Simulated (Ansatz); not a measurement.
Breaking a bond: PH, triplet.

Levels of theory: UHF/def2-TZVP (Ansatz, a program for electronic structure); FCI = full CI/def2-TZVP, frozen core (Ansatz).

Energies relative to the lowest point of each curve near equilibrium, in mEh:

| R / Å | UHF |
|---|---|
| 1.08 | 80.6 |
| 1.37 | 0.6 |
| 1.43 | 0.0 |
| 1.47 | 1.1 |
| 1.52 | 3.9 |
| 1.91 | 49.0 |
| 2.36 | 75.5 |
| 2.85 | 81.0 |
| 3.10 | 81.7 |
| 3.51 | 82.1 |
| 4.29 | 82.3 |
| 5.61 | 82.3 |

Task: Predict the corresponding FCI column.

Result: 1.08: 83.7; 1.37: 1.4; 1.43: 0.0; 1.47: 0.6; 1.52: 2.6; 1.91: 40.7; 2.36: 82.4; 2.85: 102.9; 3.10: 106.5; 3.51: 108.7; 4.29: 109.6; 5.61: 109.7 (mEh).

The unrestricted determinant behind UHF is spin-contaminated at 1.91 to 5.61 Å (<S²> up to 3.0, against 2.00 for a pure triplet).
